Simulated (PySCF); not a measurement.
`c1([c+](c1)C)[S@@](C)=O` (charge +1). Computed geometry: GFN2-xTB, gas phase.

```
atom  x, y, z in Å
C1     2.5141   -0.3758    0.2121
C2     1.3314    0.2701   -0.2654
C3     0.6743    1.1051   -1.1393
C4    -0.0570    0.5065   -0.1224
S5    -1.4404    0.5537    1.0526
C6    -2.5860   -0.3203   -0.0986
O7    -1.0950   -0.3577    2.1068
H8     2.3545   -1.4581    0.2390
H9     2.6812   -0.0933    1.2564
H10    3.3896   -0.1400   -0.3895
H11    0.6948    1.7547   -1.9850
H12   -3.5301   -0.4083    0.4330
H13   -2.2121   -1.3122   -0.3279
H14   -2.7201    0.2751   -0.9939
```

Task: Which two atoms are farthest apart?

Result: H10···H12, 6.97 Å; the next longest distance is 6.27 Å.

Task: Give the dihedral angles C1–C2–C3–H11, O7–S5–C6–H12, C4–S5–C6–H12.

Result: C1–C2–C3–H11 1° (synperiplanar); O7–S5–C6–H12 72° (synclinal); C4–S5–C6–H12 180° (antiperiplanar). Dihedral signs follow IUPAC: positive where, seen along the central bond, the front bond turns clockwise onto the rear one.

Task: How far apart are these pairs, which share no bond: C2···S5, C3···H12, C4···H8, O7···H8, H9···H14?

Result: C2···S5 3.082 Å (2 bonds apart); C3···H12 4.737 Å (4 bonds apart); C4···H8 3.131 Å (3 bonds apart); O7···H8 4.074 Å (5 bonds apart); H9···H14 5.863 Å (6 bonds apart).

Task: What are the angles C2–C1–H8, C1–C2–C4, C6–S5–O7, H13–C6–H14?

Result: From the scalar product of the two bond vectors; for C2–C1–H8 it is -0.5231 Å² over 1.4297 × 1.0943 Å², cos θ = -0.3344. C2–C1–H8 109.5°; C1–C2–C4 148.5°; C6–S5–O7 107.9°; H13–C6–H14 111.7°.

Task: What is the repulsion energy of the bare nuclei, Σ ZA·ZB/RAB?

Result: 352.32 Eh over 91 pairs, with full nuclear charges and distances in bohr; the largest single term is 47.18 Eh (S5 with O7).

Task: How far are the heavy atoms from their best plane (unweighted least squares)?

Result: 0.414 Å rms; C1 0.41, C2 0.05, C3 0.36, C4 0.15, S5 0.56, C6 0.73, O7 0.13 Å (magnitudes).

Task: Where is the centre of mass (commonest isotopes), and what is the radius of gyration?

Result: Mass 115.022 u; centre at (-0.351, 0.216, 0.423) Å; Rg = √(Σ m r²/M) = 1.977 Å. As Ia + Ib + Ic = 2 Σ m r², the three principal moments sum to 899.1 u·Å².

Stationary, but not proved a minimum.

One conformer stands for the species.
